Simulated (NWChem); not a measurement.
Molecule: CH3IOZn; SMILES C[O][Zn][I]

```xyz
7

Zn     0.2698     0.8248     0.0036
I     -0.6110    -1.4393    -0.0048
O      1.0946     2.4107     0.0123
C      0.4273     3.6476    -0.0100
H     -0.2432     3.8166     0.8689
H      1.1878     4.4621     0.0113
H     -0.1890     3.8126    -0.9286
```
Atoms are numbered in this order, from 1.

Level: PBE-D3(BJ)/def2-SVP with def2 effective core potentials on I (NWChem), optimised geometry, unscaled harmonic frequencies. def2 effective core potentials on I; no spin-orbit coupling.

**Question.** List the harmonic frequencies with IR intensities, and the thermochemistry.

**Answer.** 
```tsv
frequency (cm⁻¹)	IR intensity (km/mol)
63	2.7
75	4.3
135	12.4
201	8.5
250	10.3
591	48.9
1110	243.1
1124	0.1
1149	16.3
1417	1.6
1421	7.6
1428	63.4
2877	163.9
2932	72.0
2978	44.0
```

| Property | Result |
|---|---|
| zero-point energy | 25.4 kcal/mol |
| thermal correction to the enthalpy at 298.15 K (with zero-point energy) | 30.0 kcal/mol |
| heat capacity Cv | 17.5 cal/(mol K) |
| entropy at 298.15 K and 1 atm (symmetry number 1) | 84.9 cal/(mol K) |

Rigid rotor and harmonic oscillator; modes under 100 cm⁻¹ make the entropy uncertain.
